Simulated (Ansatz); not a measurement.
Q: Name a neutral molecule of B, C, F, O, Si and H with size of the dipole moment (PBE/def2-TZVPP) between 1.15 and 1.45 D and HOMO–LUMO gap (B3LYP/def2-TZVPP) between 6.90 and 7.20 eV (Ansatz, PBE0-D4/def2-TZVP geometry).

A: `BC[SiH](O)F` (1.39 D, 7.06 eV). Other molecules can fit too; these were computed, each in one conformer that needn't be the lowest.

B3LYP here is the variant with VWN-RPA as its local correlation; programs differ in this.
